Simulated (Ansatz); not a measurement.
Compare A (`[SnH3][CH2]C1=CC1`) with its isomer B (`C=[CH][SnH2][CH]=C`).

Calculated with Ansatz (gas phase, PBE0-D4/def2-TZVP geometries, no zero-point term in ΔE). CCSD(T)/CBS adds triple-zeta CCSD(T) − MP2 to the extrapolated MP2 energy (def2 sets, frozen cores). DFT in def2-TZVPP. B3LYP here is the variant with VWN-RPA as its local correlation; programs differ in this. def2 core potentials past Kr. For Sn outer-core shells are correlated without core-valence functions, which leaves a few kJ/mol of doubt a bond. Each species was taken in one conformer, which may not be the lowest.

(1) Which isomer does CCSD(T)/CBS put lower? Give the gap. (An estimate is asked.)

(2) Give E(B) − E(A) in kJ/mol with PBE-D4, B3LYP, ωB97M-V, PBE0-D4, CCSD/def2-TZVPP, B2PLYP, CCSD(T)/def2-TZVPP. (Estimate.)

Largest T1 diagnostic: 0.013.

## Answers

(1) Ansatz gave: B, by 116.7 kJ/mol.

(2) Computed: PBE-D4 -85.0, B3LYP -109.0, ωB97M-V -102.0, PBE0-D4 -83.1, CCSD/def2-TZVPP -114.3, B2PLYP -109.8, CCSD(T)/def2-TZVPP -114.9. None reverses the order clearly.

In def2-TZVPP, CCSD(T) changes the Hartree–Fock value by +11.8 kJ/mol (the triples alone add −0.6 kJ/mol) and MP2 by +27.0 kJ/mol.
